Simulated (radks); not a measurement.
The numbers below are computed, except where a source is named.
Task: Species: the dysprosium ion Dy65+. Configuration: 1s1. Level of theory: non-relativistic Kohn-Sham, PBE, spin-polarised, spherical densities, point nucleus; open shells are filled with parallel spins first (spin-orbit coupling, left out, can overturn this in heavy ions); relativity is left out, which matters for an element this heavy (a radial shooting solver on a logarithmic mesh with Libxc functionals). Some entries of the table are withheld. Estimate them.

orbital,occ.,eigenvalue (eV),<r^2> (bohr^2)
1s up,1,-58844.58,(1)
2s up,0,-14559.83,(2)
2p up,0,-14526.54,(3)

Result: 
(1) 1s up <r^2> (bohr^2): 0.0006895
(2) 2s up <r^2> (bohr^2): 0.009718
(3) 2p up <r^2> (bohr^2): 0.006965
